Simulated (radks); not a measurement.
Results of a calculation; reference values are marked as such.
Q: Sr XI, configuration [Ar] 3d10. Code: a radial shooting solver on a logarithmic mesh with Libxc functionals. Model: Dirac Kohn-Sham, LB94 model potential, spin-unpolarised, spherical densities, finite nucleus; Fermi nuclear charge, rms radius 4.224 fm.

Spin-orbit splittings of the eigenvalues, e(l+1/2) - e(l-1/2), with zeta = 2 splitting/(2l+1) and mean radii in bohr:

| shell | occ. | splitting (eV) | zeta (eV) | <r> j=l-1/2 | <r> j=l+1/2 |
|---|---|---|---|---|---|
| 2p | 6 | ? | ? | 0.1468 | 0.1510 |
| 3p | 6 | 10.71 | 7.143 | 0.4878 | 0.4980 |
| 3d | 10 | 1.941 | 0.7765 | 0.4840 | 0.4874 |

Estimate the 2p splitting.

A: 69.56 eV (zeta = 46.38 eV).
